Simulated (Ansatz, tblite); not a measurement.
Removing and adding an electron: Ag₂Ge (the lowest singlet isomer of a short search). The state is a singlet with charge 0. Geometry: PBE0-D4/def2-TZVP. Ansatz, gas phase; energy differences of separate SCF runs; the oxidised species was run as a doublet alone; the reduced species was run as a doublet alone.

```xyz
3

Ag    1.502    0.531    0.410
Ag   -1.280    0.705   -0.755
Ge   -0.222   -1.236    0.346
```

In the def2 sets Ag takes a core potential; there is no spin–orbit coupling. The xTB rows come from tblite. The structure comes from a short search, and lower isomers may exist.

| level | −HOMO (eV) | vertical IE (eV) | −LUMO (eV) | vertical EA (eV) | HOMO–LUMO gap (eV) | IE − EA (eV) | remarks |
| --- | --- | --- | --- | --- | --- | --- | --- |
| GFN2-xTB | 9.11 | 12.17 | 8.42 | 5.56 | 0.69 | 6.60 | – |
| PBE-D4/def2-TZVP | 4.72 | 7.25 | 3.90 | – | 0.82 | – | – |
| PBE-D4/def2-TZVPD | 4.74 | – | 3.91 | 1.64 | 0.82 | – | HOMO above zero (-1 doublet) |
| PBE0-D4/def2-TZVP | 5.30 | 7.03 | 2.97 | – | 2.33 | – | – |

Problem. Estimate the rows for GFN1-xTB, r2SCAN-D4/def2-TZVP, r2SCAN-D4/def2-TZVPD, PBE0-D4/def2-TZVPD.

Solution. 
```json
{"level": "GFN1-xTB", "−HOMO (eV)": "9.48", "vertical IE (eV)": "11.84", "−LUMO (eV)": "9.05", "vertical EA (eV)": "–", "HOMO–LUMO gap (eV)": "0.43", "IE − EA (eV)": "–", "remarks": "–"}
{"level": "r2SCAN-D4/def2-TZVP", "−HOMO (eV)": "4.80", "vertical IE (eV)": "7.14", "−LUMO (eV)": "3.72", "vertical EA (eV)": "–", "HOMO–LUMO gap (eV)": "1.08", "IE − EA (eV)": "–", "remarks": "–"}
{"level": "r2SCAN-D4/def2-TZVPD", "−HOMO (eV)": "4.81", "vertical IE (eV)": "–", "−LUMO (eV)": "3.73", "vertical EA (eV)": "1.73", "HOMO–LUMO gap (eV)": "1.08", "IE − EA (eV)": "–", "remarks": "HOMO above zero (-1 doublet)"}
{"level": "PBE0-D4/def2-TZVPD", "−HOMO (eV)": "5.31", "vertical IE (eV)": "–", "−LUMO (eV)": "2.98", "vertical EA (eV)": "1.58", "HOMO–LUMO gap (eV)": "2.32", "IE − EA (eV)": "–", "remarks": "–"}
```

   A HOMO above zero means that the electron is unbound at that level or that self-interaction error raises the level; the energy of removing that electron tells which. Raw xTB energy differences between charge states are shifted by several eV; the methods need an empirical correction for them.
